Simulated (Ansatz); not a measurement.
Computed with Ansatz on PBE0-D4/def2-TZVP structures; ΔE is electronic, products minus reactants. CCSD(T)/CBS adds triple-zeta CCSD(T) − MP2 to the extrapolated MP2 energy (def2 sets, frozen cores). Functionals use def2-TZVPP. For Ge outer-core shells are correlated without core-valence functions, which leaves a few kJ/mol of doubt a bond. Scalar relativity is left out up to krypton. One conformer a species, not always the lowest.

Consider the redistribution: `[OH][GeH2][NH][SiH](O)F` + `O[Si@H](Cl)C[Si@@H](O)F` → `[OH][GeH2][CH2][SiH](O)F` + `O[Si@H](F)N[Si@H](O)Cl`.

`[OH][GeH2][NH][SiH](O)F`:

Cartesian coordinates in Å:
```
O 1.081 1.346 -0.874
Ge -0.338 0.384 -1.418
N -1.060 -0.229 0.134
Si -0.174 -0.841 1.467
O 1.402 -0.554 1.214
F -0.744 -0.120 2.773
H 1.746 1.463 -1.556
H -1.363 1.279 -2.130
H 0.206 -0.738 -2.319
H -2.016 0.051 0.296
H -0.334 -2.283 1.722
H 1.594 0.240 0.692
```

`O[Si@H](Cl)C[Si@@H](O)F`:

Z-matrix (Å, degrees):
```
Si
F 1 1.612
C 1 1.846 2 107.6
O 1 1.632 2 109.1 3 117.2
H 1 1.479 2 105.4 3 -123.1
Si 3 1.860 1 114.8 2 -36.5
H 3 1.095 1 108.8 2 -159.3
H 3 1.097 1 108.1 2 84.3
H 4 0.958 1 118.8 2 71.6
O 6 1.630 3 111.8 1 59.3
Cl 6 2.065 3 106.7 1 -62.3
H 6 1.475 3 113.6 1 179.6
H 10 0.962 6 116.4 3 -48.2
```

`[OH][GeH2][CH2][SiH](O)F`:

```xyz
13

O     1.114    1.563    0.076
Ge   -0.462    1.255   -0.749
C    -0.570   -0.684   -0.762
Si    0.017   -1.458    0.827
O     1.508   -0.949    1.211
F    -1.050   -1.030    1.944
H     1.272    2.482    0.298
H    -0.388    1.877   -2.157
H    -1.578    1.922    0.075
H     0.043   -1.052   -1.590
H    -1.606   -0.973   -0.960
H     0.031   -2.935    0.798
H     1.670   -0.018    0.987
```

`O[Si@H](F)N[Si@H](O)Cl`:

Cartesian coordinates in Å:
```
O 0.606 -1.445 -1.025
Si 0.707 0.175 -1.287
F 2.245 0.566 -1.126
N -0.309 0.916 -0.147
Si -0.772 0.400 1.433
O -0.195 -1.092 1.693
Cl -2.826 0.487 1.520
H 1.333 -1.987 -1.335
H 0.333 0.576 -2.655
H -0.780 1.746 -0.482
H -0.296 1.281 2.512
H -0.046 -1.623 0.900
```

```tsv
level	ΔE (kJ/mol)	difference from CCSD(T)/CBS
PBE-D4	-40.8	3.7
r2SCAN-D4	-42.3	2.2
PBE0-D4	-42.5	2.0
ωB97X-V	-40.7	3.8
PBE	-40.7	3.8
r2SCAN	-42.3	2.2
PBE0	-42.4	2.1
HF/def2-TZVPP	-43.1	1.4
MP2/def2-TZVPP	-43.8	0.7
MP2/CBS(def2)	-45.1	-0.6
CCSD(T)/CBS	-44.5	0
```

Largest T1 diagnostic among the species: 0.012.
